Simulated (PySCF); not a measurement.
C2H6BCl (SMILES CB(C)Cl), singlet, at a GFN2-xTB geometry. Base run: PySCF with PBE/6-31G, polarisability.

PySCF was given this input:
```python
from pyscf import gto, scf, dft
from pyscf.prop import polarizability

mol = gto.M(
    atom='''
B    -0.341209   -0.054941    0.069220
Cl    1.317371    0.211657   -0.266234
C    -0.740284   -0.969385    1.294242
H    -1.682794   -1.488577    1.137144
H    -0.877596   -0.345792    2.178685
H     0.018587   -1.704934    1.550219
C    -1.429621    0.620646   -0.855566
H    -2.361010    0.816921   -0.329983
H    -1.675543   -0.055972   -1.675035
H    -1.091480    1.547323   -1.313216
''',
    basis='6-31g',
    charge=0,
    spin=0,
    verbose=3,
)

mf = dft.RKS(mol)
mf.xc = 'pbe'
mf.kernel()
alpha = mf.Polarizability().polarizability()[2, 2]
print('alpha_zz =', alpha)
```

The base was run again with changes. Order these runs by alpha_zz (bohr³), lowest first: basis = 6-31G* | basis = STO-3G | basis = def2-SVPD | basis = def2-SVP | functional = hf | functional = camb3lyp.

basis = STO-3G (alpha_zz (bohr³) 19.11), functional = hf (alpha_zz (bohr³) 34.70), functional = camb3lyp (alpha_zz (bohr³) 36.03), basis = 6-31G* (alpha_zz (bohr³) 39.95), basis = def2-SVP (alpha_zz (bohr³) 41.59), basis = def2-SVPD (alpha_zz (bohr³) 54.23)

Finite-field rows take the second difference of the energy in a field along z; a small field with loose convergence shows SCF noise divided by the square of the field, and a large one adds hyperpolarisability.
